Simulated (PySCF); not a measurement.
This script is equivalent to a calculation on Cd²⁺ (cadmium, charge +2).

```python
from pyscf import gto, scf, dft, mp, cc
import basis_set_exchange as bse
txt = bse.get_basis("cc-pVTZ-PP", elements=["Cd"], fmt="nwchem", header=False)
cut = txt.index("\nECP")
mol = gto.M(atom="Cd 0 0 0", charge=2, spin=0, symmetry="D2h",
            basis=gto.basis.parse(txt[:cut]),
            ecp={"Cd": gto.basis.parse_ecp(txt[cut:])})
mf = scf.UHF(mol)
mf.irrep_nelec = {'Ag': (3, 3), 'B1g': (1, 1), 'B2g': (1, 1), 'B3g': (1, 1), 'B1u': (1, 1), 'B2u': (1, 1), 'B3u': (1, 1)}
mf.kernel()
```

(1) What total energy does it give?

(2) Which occupied shell lies highest, and where?

Energies and moments cover only the electrons outside the core potential.

Results:

(1) -165.99737 hartree (calculated).

(2) 4d, at -38.035 eV.
